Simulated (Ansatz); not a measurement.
Cartesian coordinates in Å:
```
N -0.748 0.156 -0.856
Si 0.290 -0.088 0.450
Br -0.216 1.388 2.001
Br -0.003 -2.148 1.168
Br 2.447 0.148 0.002
H -0.934 1.088 -1.191
H -0.836 -0.544 -1.575
```

Total charge 0; spin multiplicity 1.

(1) List the CAM-B3LYP/def2-TZVPP orbital energies in eV (the Gaussian-basis code of Ansatz). (An estimate is asked.)

## Answers

(1) The calculation gave: Occupied: -13141.22, -13141.22, -13141.08, -1804.03, -1702.71, -1702.71, -1702.57, -1534.47, -1534.47, -1534.41, -1534.41, -1534.40, -1534.40, -1534.33, -1534.27, -1534.27, -391.85, -238.80, -238.80, -238.66, -179.72, -179.72, -179.58, -179.53, -179.53, -179.51, -179.51, -179.38, -179.38, -148.28, -103.65, -103.63, -103.58, -74.06, -74.06, -74.00, -74.00, -73.99, -73.99, -73.92, -73.86, -73.86, -73.84, -73.84, -73.84, -73.84, -73.70, -73.70, -26.45, -24.27, -23.55, -23.41, -16.81, -16.29, -13.81, -12.70, -12.42, -10.69, -10.67, -10.61, -10.26, -10.03, -9.62, -9.48. Lowest empty: 0.28, 1.39, 1.61, 2.15, 2.91, 2.97, 4.36, 4.68.
